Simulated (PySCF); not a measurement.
# Static response to an electric field

Species: C3H8O2Si2.
Structure used (GFN2-xTB), in Å, numbered top down from 1:
```
atom  x, y, z in Å
C1    -2.2714    1.2112    0.4268
O2    -2.0450   -0.1157    0.7829
Si3   -0.6610   -0.7741    1.3408
O4    -0.9804   -2.3533    1.4964
C5     0.7062   -0.4361    0.1236
C6     1.5712   -0.1803   -0.6844
Si7    2.8984    0.1924   -1.9158
H8    -2.2141    1.8633    1.3020
H9    -3.2708    1.2790   -0.0048
H10   -1.5354    1.5487   -0.3075
H11   -0.2923   -0.3155    2.6738
H12   -1.5946   -2.7791    0.9041
H13    3.2025    1.6251   -1.8369
H14    4.0789   -0.6097   -1.5863
H15    2.4034   -0.1478   -3.2536
```

Level: B3LYP/def2-SVPD (PySCF), static field, nuclei fixed, core orbitals frozen in the response. The polarisability tensor in these axes (au):

```
x   107.77   2.86 -22.55
y     2.86  83.79  -7.19
z   -22.55  -7.19  96.80
```

Diagonalise the tensor; give its mean and Δα, where Δα² is half the sum of the squared differences of the eigenvalues.

Principal values 76.65, 85.16 and 126.55 au; mean 96.12 au = 14.24 Å³ = 15.85 × 10⁻⁴⁰ C²·m²/J; Δα = 46.23 au (48 % of the mean).

What is the dipole moment, and where does it point?

(-0.30, 1.23, -1.36) D, 1.85 D in size, pointing from the negative to the positive side. Measured along this direction, the outermost atoms are O4 at the negative end and H13 and H15 at the positive end.

Estimate the molar refractivity from the static electronic polarisability.

Lorentz–Lorenz: R = (4π/3)N_A α = 2.5225 cm³/(mol·Å³) × 14.24 Å³ = 35.9 cm³/mol, in the limit of long wavelengths.

In a dilute gas of rigid molecules at 273 K, how does the orientational term μ²/3kT compare with the electronic polarisability?

In Gaussian units μ²/3kT = 30.43 Å³ against 14.24 Å³, a ratio of 2.14; the Debye molar polarisation (4π/3)N_A(α + μ²/3kT) is 112.7 cm³/mol, leaving out the vibrational part.

Refractivity n − 1 of an ideal gas of it at 400 K and 1 atm, from the electronic α?

N = p/kT = 1.8347 × 10¹⁹ cm⁻³, so n − 1 = 2π × N × 14.24 × 10⁻²⁴ cm³ = 1642 × 10⁻⁶ at long wavelengths.

Find the Langevin capture rate constant for NH4+ (18.034 u) meeting this molecule (132.006 u), k = 2.342 × 10⁻⁹ cm³/s × √(α in Å³ / reduced mass in u).

The reduced mass is 15.87 u, so k = 2.22 × 10⁻⁹ cm³/s. The formula leaves out the permanent dipole, which adds to the capture rate.

What depolarisation ratio follows for Rayleigh scattering of linearly polarised light, taking the static tensor?

ρ = 3Δα²/(45ᾱ² + 4Δα²) = 6412.0/(415753 + 8549.3) = 0.0151.

Isolated species at its GFN2-xTB geometry (one conformer only).

These values come from a run that also computed excited states. Time: 89 s wall (grids of density and orbitals included); peak memory 0.88 GiB. Hardware: one thread of an Arm Neoverse N1, no GPU, shared host with 64 logical CPUs at a one-minute load of 58.
